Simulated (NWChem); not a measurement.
System: C$_{2}$H$_{4}$F$_{2}$Si; SMILES F/C=C(/F)[SiH3]

The following NWChem deck was run.

```
start job
memory heap 200 mb stack 900 mb global 1100 mb
geometry units angstroms noautosym nocenter noautoz
  F      0.627197    -1.877185     0.684427
  C     -0.458773    -1.312377     0.172475
  C     -0.482458    -0.022242    -0.172888
  F     -1.636051     0.450932    -0.683538
  Si     0.912845     1.238088    -0.034544
  H     -1.313698    -1.987078     0.062196
  H      2.118069     0.581876     0.540949
  H      0.461117     2.359942     0.839537
  H      1.209882     1.776120    -1.394292
end
basis spherical
  F library 6-31g*
  C library 6-31g*
  Si library 6-31g*
  H library 6-31g*
end
dft
  xc hfexch
  iterations 150
  mulliken
end
task dft energy
esp
  recalculate
  probe 0.07
  range 0.3
  factor 1.0
  spacing 0.02
end
task esp
```

NWChem printed, in part:

```
             Northwest Computational Chemistry Package (NWChem) 7.3.0
             --------------------------------------------------------

                             Geometry "geometry" -> ""
                             -------------------------

 Output coordinates in angstroms (scale by  1.889725989 to convert to a.u.)

  No.       Tag          Charge          X              Y              Z
 ---- ---------------- ---------- -------------- -------------- --------------
    1 F                    9.0000     0.62719700    -1.87718500     0.68442700
    2 C                    6.0000    -0.45877300    -1.31237700     0.17247500
    3 C                    6.0000    -0.48245800    -0.02224200    -0.17288800
    4 F                    9.0000    -1.63605100     0.45093200    -0.68353800
    5 Si                  14.0000     0.91284500     1.23808800    -0.03454400
    6 H                    1.0000    -1.31369800    -1.98707800     0.06219600
    7 H                    1.0000     2.11806900     0.58187600     0.54094900
    8 H                    1.0000     0.46111700     2.35994200     0.83953700
    9 H                    1.0000     1.20988200     1.77612000    -1.39429200

 Effective nuclear repulsion energy (a.u.)     218.4199146327

  xc_inp: hfexch multiplicative factor not found.

                                 NWChem DFT Module
                                 -----------------

 Summary of "ao basis" -> "ao basis" (spherical)
 ------------------------------------------------------------------------------
       Tag                 Description            Shells   Functions and Types
 ---------------- ------------------------------  ------  ---------------------
 F                           6-31g*                  6       14   3s2p1d
 C                           6-31g*                  6       14   3s2p1d
 Si                          6-31g*                  8       18   4s3p1d
 H                           6-31g*                  2        2   2s

            General Information
            -------------------
          SCF calculation type: DFT
          Wavefunction type:  closed shell.
          No. of atoms     :     9
          No. of electrons :    48
           Alpha electrons :    24
            Beta electrons :    24
          Charge           :     0
          Spin multiplicity:     1
          Use of symmetry is: off; symmetry adaption is: off
          Maximum number of iterations: 150
          AO basis - number of functions:    82
                     number of shells:    40
          Convergence on energy requested:  1.00D-06
          Convergence on density requested:  1.00D-05
          Convergence on gradient requested:  5.00D-04

              XC Information
              --------------
                     Hartree-Fock (Exact) Exchange  1.000

      Superposition of Atomic Density Guess
      -------------------------------------

 Sum of atomic energies:        -564.87541002

      Non-variational initial energy
      ------------------------------

 Total energy =    -566.639247
 1-e energy   =   -1216.883778
 2-e energy   =     431.824616
 HOMO         =      -0.242905
 LUMO         =       0.060532

     ---------------------------------------------
      Total Density - Mulliken Population Analysis
     ---------------------------------------------

    Atom       Charge   Shell Charges
 -----------   ------   -------------------------------------------------------
    1 F    9     9.42   2.00  0.94  3.38  1.00  2.09  0.01
    2 C    6     5.69   2.00  0.70  1.67  0.51  0.75  0.06
    3 C    6     5.77   2.00  0.70  1.70  0.57  0.75  0.06
    4 F    9     9.45   2.00  0.94  3.39  1.01  2.10  0.01
    5 Si  14    13.68   2.00  2.00  5.97  0.99  1.74  0.31  0.55  0.12
    6 H    1     0.82   0.47  0.35
    7 H    1     1.05   0.47  0.58
    8 H    1     1.06   0.47  0.59
    9 H    1     1.06   0.47  0.59

[...]

                     NWChem Electrostatic Potential Fit Module
                     -----------------------------------------

 Atom parameters

 Number of atoms is                                    9
 Number of basis functions is                         82

 Grid parameters

 Maximum number of grid points is                  40910
 Number of grid points is                          40909
 Grid range                                     0.300000 nm
 Grid spacing                                   0.020000 nm
 Probe radius                                   0.070000 nm
 Atom radius factor                             1.000000

 Atomic radii

    1    0.100000
    6    0.147000
    9    0.128000
   14    0.187000
 FASTESP  F
  using M.O. file = ./job.movecs

    Atom              Coordinates                           Charge

                                                  ESP

    1 F     0.062720   -0.187719    0.068443   -0.176652
    2 C    -0.045877   -0.131238    0.017248    0.015466
    3 C    -0.048246   -0.002224   -0.017289    0.039837
    4 F    -0.163605    0.045093   -0.068354   -0.220364
    5 Si    0.091285    0.123809   -0.003454    0.575714
    6 H    -0.131370   -0.198708    0.006220    0.163919
    7 H     0.211807    0.058188    0.054095   -0.125899
    8 H     0.046112    0.235994    0.083954   -0.135962
    9 H     0.120988    0.177612   -0.139429   -0.136057
                                            ------------
                                               -0.000000

 Dipole moment                                  0.112284

 Quadrupole moment Qxx                         -1.874282
                   Qyy                          2.409596
                   Qzz                         -0.535314

 RMS deviation kJ/mol                           0.060402

 RRMS %                                        41.001673
```

Level: Hartree-Fock/6-31G* (spherical d). Geometry: optimised at PBE0/def2-SVP.
